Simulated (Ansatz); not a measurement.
This Ansatz (a program for electronic structure) input (r2SCAN/def2-TZVPD) gives -2574.09289 Eh with 57 basis functions.

Ansatz 0.2 input:
```yaml
crystal:
  periodic: [false, false, false]
  atoms:
    - {symbol: Br, position_ang: [0.00000000, 0.00000000, 0.00000000]}
basis:
  gaussian:
    orbitals: def2-TZVPD
hamiltonian:
  xc: {name: r2SCAN}
magnetization: {spin_polarized: true, initial_magnetization: 1}
scf: {lower_state_search: full}
```

Change:
```diff
- orbitals: def2-TZVPD
+ orbitals: aug-cc-pVQZ
```

Q: What does the run give now?

A: -2574.14209 Eh (r2SCAN/aug-cc-pVQZ, 93 functions), a change of -49.20 mEh.
